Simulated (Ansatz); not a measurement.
`C[SiH](F)Br` → `F[Si]Br` + CH₄  (silylene formation by 1,1-elimination)

Computed with Ansatz on PBE0-D4/def2-TZVP structures; ΔE is electronic, products minus reactants. CCSD(T)/CBS adds triple-zeta CCSD(T) − MP2 to the extrapolated MP2 energy (def2 sets, frozen cores). This one scheme is used for every species. DFT in def2-TZVPP. B3LYP here is the variant with VWN-RPA as its local correlation; programs differ in this. HSE06 is defined as in plane-wave codes. For Br outer-core shells are correlated without core-valence functions, which leaves a few kJ/mol of doubt a bond. Scalar relativity is left out up to krypton.

```json
{"level": "LDA (SPW92)", "ΔE (kcal/mol)": "38.6", "difference from CCSD(T)/CBS": "2.2"}
{"level": "PBE-D4", "ΔE (kcal/mol)": "32.4", "difference from CCSD(T)/CBS": "-4.0"}
{"level": "revPBE-D4", "ΔE (kcal/mol)": "31.7", "difference from CCSD(T)/CBS": "-4.7"}
{"level": "BLYP-D4", "ΔE (kcal/mol)": "27.6", "difference from CCSD(T)/CBS": "-8.8"}
{"level": "r2SCAN-D4", "ΔE (kcal/mol)": "38.3", "difference from CCSD(T)/CBS": "1.9"}
{"level": "B97M-V", "ΔE (kcal/mol)": "35.0", "difference from CCSD(T)/CBS": "-1.4"}
{"level": "B3LYP-D4", "ΔE (kcal/mol)": "32.1", "difference from CCSD(T)/CBS": "-4.3"}
{"level": "r2SCANh-D4", "ΔE (kcal/mol)": "39.2", "difference from CCSD(T)/CBS": "2.8"}
{"level": "r2SCAN0-D4", "ΔE (kcal/mol)": "40.4", "difference from CCSD(T)/CBS": "4.0"}
{"level": "BHLYP-D4", "ΔE (kcal/mol)": "37.0", "difference from CCSD(T)/CBS": "0.6"}
{"level": "CAM-B3LYP-D4", "ΔE (kcal/mol)": "35.2", "difference from CCSD(T)/CBS": "-1.2"}
{"level": "ωB97X-V", "ΔE (kcal/mol)": "38.2", "difference from CCSD(T)/CBS": "1.8"}
{"level": "ωB97M-V", "ΔE (kcal/mol)": "33.6", "difference from CCSD(T)/CBS": "-2.8"}
{"level": "B2PLYP", "ΔE (kcal/mol)": "33.0", "difference from CCSD(T)/CBS": "-3.4"}
{"level": "PBE-QIDH", "ΔE (kcal/mol)": "40.0", "difference from CCSD(T)/CBS": "3.6"}
{"level": "PBE", "ΔE (kcal/mol)": "30.6", "difference from CCSD(T)/CBS": "-5.8"}
{"level": "revPBE", "ΔE (kcal/mol)": "27.1", "difference from CCSD(T)/CBS": "-9.3"}
{"level": "BLYP", "ΔE (kcal/mol)": "23.8", "difference from CCSD(T)/CBS": "-12.6"}
{"level": "PBE0", "ΔE (kcal/mol)": "35.5", "difference from CCSD(T)/CBS": "-0.9"}
{"level": "B3LYP", "ΔE (kcal/mol)": "29.3", "difference from CCSD(T)/CBS": "-7.1"}
{"level": "r2SCANh", "ΔE (kcal/mol)": "38.7", "difference from CCSD(T)/CBS": "2.3"}
{"level": "r2SCAN0", "ΔE (kcal/mol)": "39.8", "difference from CCSD(T)/CBS": "3.4"}
{"level": "HSE06", "ΔE (kcal/mol)": "35.5", "difference from CCSD(T)/CBS": "-0.9"}
{"level": "BHLYP", "ΔE (kcal/mol)": "34.8", "difference from CCSD(T)/CBS": "-1.6"}
{"level": "CAM-B3LYP", "ΔE (kcal/mol)": "33.6", "difference from CCSD(T)/CBS": "-2.8"}
{"level": "LC-ωPBE", "ΔE (kcal/mol)": "40.2", "difference from CCSD(T)/CBS": "3.8"}
{"level": "HF/def2-SVP", "ΔE (kcal/mol)": "34.5", "difference from CCSD(T)/CBS": "-1.9"}
{"level": "MP2/def2-SVP", "ΔE (kcal/mol)": "35.8", "difference from CCSD(T)/CBS": "-0.6"}
{"level": "CCSD/def2-SVP", "ΔE (kcal/mol)": "31.8", "difference from CCSD(T)/CBS": "-4.6"}
{"level": "CCSD(T)/def2-SVP", "ΔE (kcal/mol)": "31.6", "difference from CCSD(T)/CBS": "-4.8"}
{"level": "HF/def2-TZVPP", "ΔE (kcal/mol)": "35.4", "difference from CCSD(T)/CBS": "-1.0"}
{"level": "SCS-MP2/def2-TZVPP", "ΔE (kcal/mol)": "36.7", "difference from CCSD(T)/CBS": "0.3"}
{"level": "CCSD/def2-TZVPP", "ΔE (kcal/mol)": "35.4", "difference from CCSD(T)/CBS": "-1.0"}
{"level": "CCSD(T)/def2-TZVPP", "ΔE (kcal/mol)": "35.2", "difference from CCSD(T)/CBS": "-1.2"}
{"level": "HF/def2-QZVPP", "ΔE (kcal/mol)": "35.4", "difference from CCSD(T)/CBS": "-1.0"}
{"level": "MP2/def2-QZVPP", "ΔE (kcal/mol)": "39.4", "difference from CCSD(T)/CBS": "3.0"}
{"level": "SCS-MP2/def2-QZVPP", "ΔE (kcal/mol)": "37.5", "difference from CCSD(T)/CBS": "1.1"}
{"level": "HF/CBS(def2)", "ΔE (kcal/mol)": "35.4", "difference from CCSD(T)/CBS": "-1.0"}
{"level": "MP2/CBS(def2)", "ΔE (kcal/mol)": "39.9", "difference from CCSD(T)/CBS": "3.5"}
{"level": "CCSD/CBS(def2)", "ΔE (kcal/mol)": "36.6", "difference from CCSD(T)/CBS": "0.2"}
{"level": "CCSD(T)/CBS", "ΔE (kcal/mol)": "36.4", "difference from CCSD(T)/CBS": "0"}
```

Task: What do rigid-rotor, harmonic-oscillator terms from PBE0-D4/def2-TZVP frequencies (298.15 K, 1 bar) make of the CCSD(T)/CBS value? (Estimate.)

Result: Ansatz gave: ΔZPE = -1.0 kcal/mol, ΔH = +36.4 kcal/mol, ΔS = 144 J/(mol·K), ΔG = +26.2 kcal/mol.

Largest T1 diagnostic among the species: 0.012.

From BLYP to BHLYP (50 % exact exchange), in def2-TZVPP and without D4, ΔE moves by +10.9 kcal/mol. Leaving LDA and LC-ωPBE aside and taking each functional with its dispersion term where it has one, the values spread over 12.7 kcal/mol, from BLYP-D4 to r2SCAN0-D4. LDA lies +8.1 kcal/mol from PBE without D4. The D4 term adds +2.9 kcal/mol with B3LYP and +1.6 kcal/mol with PBE0; it sums over pairs of atoms, weighted by their polarisabilities, and B3LYP, whose exchange is more repulsive, gets the larger term.
